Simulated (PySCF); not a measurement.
Electron correlation in Xe (xenon, neutral)

[Xe], closed-shell 1S. Calculation: PySCF 2.14, in aug-cc-pwCVTZ-DK3 (10s9p7d4f1g, 109 functions); scalar relativity by spin-free X2C-1e. Frozen: [Kr] 4d10; 8 electrons correlated.

```json
{"level": "CCSD", "correlation energy (mhartree)": "-169.49"}
{"level": "(T)", "correlation energy (mhartree)": "-5.96"}
{"level": "CCSD(T)", "correlation energy (mhartree)": "-175.45"}
```

Diagnostics: T1 = 0.0029, D1 = 0.0079, largest double amplitude 0.026.

Is a single reference adequate?

Yes, within this model without spin-orbit coupling: T1 lies below 0.03 and no double amplitude reaches 0.07.
